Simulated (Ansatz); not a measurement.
CH$_{4}$S$_{2}$, SMILES `CSS` (C–S–S–H torsion 87°) with one electron removed (charge 1, multiplicity 2), frozen-core CCSD(T)/cc-pVQZ // B3LYP-D3(BJ)/def2-TZVP (Ansatz, an electronic-structure program). The run hit its time limit unfinished.

Ansatz 0.2 input:
```yaml
crystal:
  periodic: [false, false, false]
  atoms:
    - { symbol: C, position_ang: [-0.955016, -0.215743, 0.541478] }
    - { symbol: S, position_ang: [0.393539, 0.441804, 1.569349] }
    - { symbol: S, position_ang: [1.805046, 0.995935, 0.172714] }
    - { symbol: H, position_ang: [-1.293414, 0.53232, -0.172015] }
    - { symbol: H, position_ang: [-0.641563, -1.119798, 0.023084] }
    - { symbol: H, position_ang: [-1.766538, -0.455795, 1.230559] }
    - { symbol: H, position_ang: [2.457957, -0.178717, 0.049567] }
basis:
  gaussian: { orbitals: cc-pVQZ }
correlation:
  method: ccsd_t
total_charge: 1
magnetization:
  spin_polarized: true
  initial_magnetization: 1
```

The last lines of the output:

```
1722 factors; integrals over basis functions are off by at most 7.5e-4 eV
mean field evaluation 1: about -22718.7940 eV, gradient 2.2e1 eV
mean field evaluation 2: about -22718.7977 eV, gradient 2.2e1 eV
mean field evaluation 4: about -22721.7826 eV, gradient 2.9e0 eV
mean field evaluation 8: about -22721.9562 eV, gradient 2.9e-1 eV
mean field evaluation 16: about -22721.1634 eV, gradient 1.0e1 eV
mean field evaluation 32: about -22720.7626 eV, gradient 1.0e1 eV
mean field evaluation 64: about -22719.1858 eV, gradient 3.2e-1 eV
mean field evaluation 96: about -22717.9507 eV, gradient 3.5e0 eV
mean field evaluation 128: about -22721.5520 eV, gradient 4.9e-2 eV
mean field evaluation 160: about -22719.2002 eV, gradient 3.6e-2 eV
mean field evaluation 192: about -22719.1973 eV, gradient 7.4e-2 eV
mean field -22721.96385699 eV, -835.0167702442 hartree, gradient 2.8e-6 eV, S^2 0.769061; 4 other end points of the search recorded, 0 dependent functions left out
determinant -22721.96385699 eV, -835.0167702442 hartree, with singles and doubles -22737.96345420 eV, -835.6047445968 hartree
determinant -22721.55228001 eV, -835.0016450690 hartree, with singles and doubles -22737.55828364 eV, -835.5898548534 hartree
determinant -22721.39450504 eV, -834.9958469459 hartree, with singles and doubles -22737.70237399 eV, -835.5951500761 hartree
determinant -22719.20032081 eV, -834.9152121625 hartree, with singles and doubles -22735.35220260 eV, -835.5087828703 hartree
determinant -22721.96385699 eV, -835.0167702442 hartree, with singles and doubles -22737.62879415 eV, -835.5924460668 hartree
```
